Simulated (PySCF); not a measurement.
Isomers of C8H9P, from PySCF 2.14.0, PBE0-D3(BJ)/def2-SVP geometry optimisation, gas phase. One conformer each, no zero-point energy, no frequencies.

Question: Which is lower in electronic energy at this level?
A. `[cH:1]1[cH:2][c:3]([CH:4]2[CH2:5][CH2:6]2)[cH:7][cH:8][p:9]1` with C2–C3–C4–C5 -145°: A = 3877, B = 828.3, C = 721.1 MHz, dipole 2.46 D
B. `[CH2:1]=[CH:2][c:3]1[cH:4][cH:5][p:6][cH:7][c:8]1[CH3:9]` with C1–C2–C3–C4 -32°: A = 2370, B = 1105, C = 765.4 MHz, dipole 2.10 D

Answer: B. That is `c1(c(C)cpcc1)C=C`, 3.1 kcal/mol below the other.

| SMILES | mapped SMILES | E (Eh) | relative (kcal/mol) | relative (kJ/mol) | dipole (D) |
| --- | --- | --- | --- | --- | --- |
| C=Cc1ccpcc1C | [CH2:1]=[CH:2][c:3]1[cH:4][cH:5][p:6][cH:7][c:8]1[CH3:9] | -650.77801 | 0.0 | 0.0 | 2.10 |
| c1cc(C2CC2)ccp1 | [cH:1]1[cH:2][c:3]([CH:4]2[CH2:5][CH2:6]2)[cH:7][cH:8][p:9]1 | -650.77301 | 3.1 | 13.1 | 2.46 |

As drawn, the lower has a C=C bond outside aromatic rings, which the higher lacks; the higher has a three-membered ring, which the lower lacks.
